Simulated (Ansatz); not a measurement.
The cluster Si₂Ge₃ was relaxed with PBE-D4 (def2-SVP) in Ansatz in these states: neutral quintet, neutral singlet, neutral triplet. The geometries follow in no particular order.

A:

```
atom   x (Å)   y (Å)   z (Å)
 Si1  -1.373  -0.037  -0.059
 Si2   1.232   0.543   0.288
 Ge3   0.150  -1.399   1.217
 Ge4   0.504  -1.383  -1.474
 Ge5  -0.513   2.275   0.028
```

B:

```xyz
5

Si   -1.351   -0.367    0.235
Si    1.109    0.754    0.466
Ge    0.481   -1.363    1.486
Ge    0.519   -0.826   -1.497
Ge   -0.757    1.802   -0.690
```

C:

```csv
atom,x (Å),y (Å),z (Å)
Si1,0.9671,-0.0296,-0.9096
Si2,-0.3018,0.2003,1.2789
Ge3,-1.8116,0.8100,-0.4532
Ge4,-0.9191,-1.4720,-1.0640
Ge5,2.0655,0.4913,1.1479
```

Judge from the bond lengths which geometry belongs to which state (an estimate).

A is the neutral quintet (Ge3–Ge4 2.714 Å, Si1–Ge4 2.709 Å, Si1–Si2 2.691 Å); B is the neutral triplet (Ge3–Ge4 3.032 Å, Si1–Ge4 2.590 Å, Si1–Si2 2.714 Å); C is the neutral singlet (Ge3–Ge4 2.525 Å, Si1–Ge4 2.380 Å, Si1–Si2 2.540 Å).
